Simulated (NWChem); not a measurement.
All runs are NWChem calculations. System: H3BN, charge 1, spin multiplicity 1, at the geometry of a parent with another charge or spin, in a state set for the comparison that need not be this species' ground state. Level: CCSD(T)/def2-TZVPD, 2 core orbitals frozen.

Part of the output:

```
             Northwest Computational Chemistry Package (NWChem) 7.3.0
             --------------------------------------------------------

                                NWChem Input Module
                                -------------------

 Scaling coordinates for geometry "geometry" by  1.889725989
 (inverse scale =  0.529177249)

 Turning off AUTOSYM since
 SYMMETRY directive was detected!

                             Geometry "geometry" -> ""
                             -------------------------

 Output coordinates in angstroms (scale by  1.889725989 to convert to a.u.)

  No.       Tag          Charge          X              Y              Z
 ---- ---------------- ---------- -------------- -------------- --------------
    1 B                    5.0000    -0.78188400     0.35144500     0.00000000
    2 N                    7.0000     0.51414400    -0.11508600     0.00000000
    3 H                    1.0000    -1.77111200    -0.34248200     0.00000000
    4 H                    1.0000     0.75721900    -1.10253400     0.00000000
    5 H                    1.0000     1.32430500     0.49339300     0.00000000

 Effective nuclear repulsion energy (a.u.)      27.7282369953

            Nuclear Dipole moment (a.u.)
            ----------------------------
        X                 Y               Z
 ---------------- ---------------- ----------------
    -0.0000000000     0.0000000000     0.0000000000

      Symmetry information
      --------------------

 Group name             Cs
 Group number              2
 Group order               2
 No. of unique centers     5

      Symmetry unique atoms

     1    2    3    4    5


 Summary of "ao basis" -> "" (spherical)
 ------------------------------------------------------------------------------
       Tag                 Description            Shells   Functions and Types
 ---------------- ------------------------------  ------  ---------------------
 *                         def2-tzvpd                 on all atoms

 Summary of "ao basis" -> "ao basis" (spherical)
 ------------------------------------------------------------------------------
       Tag                 Description            Shells   Functions and Types
 ---------------- ------------------------------  ------  ---------------------
 B                         def2-tzvpd               13       37   6s3p3d1f
 N                         def2-tzvpd               13       37   6s3p3d1f
 H                         def2-tzvpd                5        9   3s2p
[...]
    Number of AO functions :   101
       Number of AO shells :    41
        Use of symmetry is : on
      Symmetry adaption is : on
         Schwarz screening : 0.10D-09

          Correlation Information
          -----------------------
          Calculation type : Coupled-cluster singles & doubles w/ perturbation
   Perturbative correction : (T)
            Max iterations :      100
        Residual threshold : 0.10D-05
     T(0) DIIS level shift : 0.00D+00
     L(0) DIIS level shift : 0.00D+00
     T(1) DIIS level shift : 0.00D+00
     L(1) DIIS level shift : 0.00D+00
     T(R) DIIS level shift : 0.00D+00
     T(I) DIIS level shift : 0.00D+00
   CC-T/L Amplitude update :  5-th order DIIS
                I/O scheme : Global Array Library
        L-threshold :  0.10D-05
        EOM-threshold :  0.10D-05
 no EOMCCSD initial starts read in
 TCE RESTART OPTIONS
 SLICE:      F
 D4D5:       F
 quantumc:   F
 qrotation:  F
 pwtce:      F
 qducc:      F
 nacto:                         0
 nrotv:                         0
 nrot:                          0

            Memory Information
            ------------------
          Available GA space size is     249026599 doubles
          Available MA space size is     104853196 doubles

 Maximum block size supplied by input
 Maximum block size        24 doubles

 tile_dim =     22

 -------------------------------------------------
   1    alpha     a'     4 doubles       0       1
   2    alpha     a"     1 doubles       4       2
   3    beta      a'     4 doubles       5       1
   4    beta      a"     1 doubles       9       2
   5    alpha     a'    21 doubles      10       5
   6    alpha     a'    22 doubles      31       6
   7    alpha     a'    22 doubles      53       7
   8    alpha     a"    14 doubles      75       8
   9    alpha     a"    15 doubles      89       9
  10    beta      a'    21 doubles     104       5
  11    beta      a'    22 doubles     125       6
  12    beta      a'    22 doubles     147       7
  13    beta      a"    14 doubles     169       8
  14    beta      a"    15 doubles     183       9

 Global array virtual files algorithm will be used

 Parallel file system coherency ......... OK

 4-electron integrals stored in orbital form

 v2    file size   =         10229633
 4-index algorithm nr.  13 is used
 imaxsize =       30
 imaxsize ichop =        0


CCSD iterations
 ---------------------------------------------------------
 Iter          Residuum       Correlation     Cpu    Wall
 ---------------------------------------------------------
    1   0.1397344853267  -0.2814143363915     1.0     1.0
    2   0.0388213526521  -0.2931720702266     1.0     1.0
    3   0.0150393590149  -0.2988155920384     0.9     0.9
    4   0.0070445781839  -0.3000508611498     0.9     0.9
    5   0.0035354810140  -0.3006773076662     0.9     0.9
    6   0.0012915946980  -0.3010519501097     0.9     0.9
    7   0.0007120247521  -0.3011282698227     1.0     1.0
    8   0.0004150138399  -0.3011375797752     0.9     0.9
    9   0.0002706137081  -0.3011424709723     0.9     0.9
   10   0.0001720459912  -0.3011494631317     0.9     0.9
   11   0.0000251564128  -0.3011593445213     0.9     0.9
   12   0.0000123133763  -0.3011602399060     0.9     0.9
   13   0.0000074032066  -0.3011605934664     0.9     0.9
   14   0.0000047739884  -0.3011605910164     0.9     0.9
   15   0.0000030880206  -0.3011605853858     0.9     0.9
   16   0.0000005342066  -0.3011605064237     1.0     1.0
 -----------------------------------------------------------------
 Iterations converged
 CCSD correlation energy / hartree =        -0.301160506423729
 CCSD total energy / hartree       =       -80.902802347133857

 Singles contributions

 Doubles contributions
 CCSD(T)
 Using plain CCSD(T) code
             total no. of tasks          295
 total no. of tasks / no. procs          295
                         wl_min         2744           3.7
                         wl_max       681472           9.4
        thresh for no. of tasks          295

 CCSD[T]  correction energy / hartree =        -0.011974930416464
 CCSD[T] correlation energy / hartree =        -0.313135436840193
 CCSD[T] total energy / hartree       =       -80.914777277550314
 CCSD(T)  correction energy / hartree =        -0.011426194428720
 CCSD(T) correlation energy / hartree =        -0.312586700852449
 CCSD(T) total energy / hartree       =       -80.914228541562579

 Task  times  cpu:       69.0s     wall:       69.0s

 Total times  cpu:       69.1s     wall:       69.1s
```

Q: Write an NWChem input that would produce this output.

A: Several could match; the one computed here: 
```
start mol
memory heap 100 mb stack 700 mb global 1900 mb
charge 1
geometry units angstroms nocenter noautoz
  B     -0.781884     0.351445     0.000000
  N      0.514144    -0.115086     0.000000
  H     -1.771112    -0.342482     0.000000
  H      0.757219    -1.102534     0.000000
  H      1.324305     0.493393     0.000000
  symmetry group Cs
end
basis spherical
  * library def2-tzvpd
end
scf
  rhf
  nopen 0
  maxiter 100
  thresh 1e-7
  semidirect memsize 60000000 filesize 0
end
tce
  freeze core 2
  ccsd(t)
  2eorb
  2emet 13
  thresh 1e-6
  maxiter 100
  tilesize 24
end
task tce energy
```
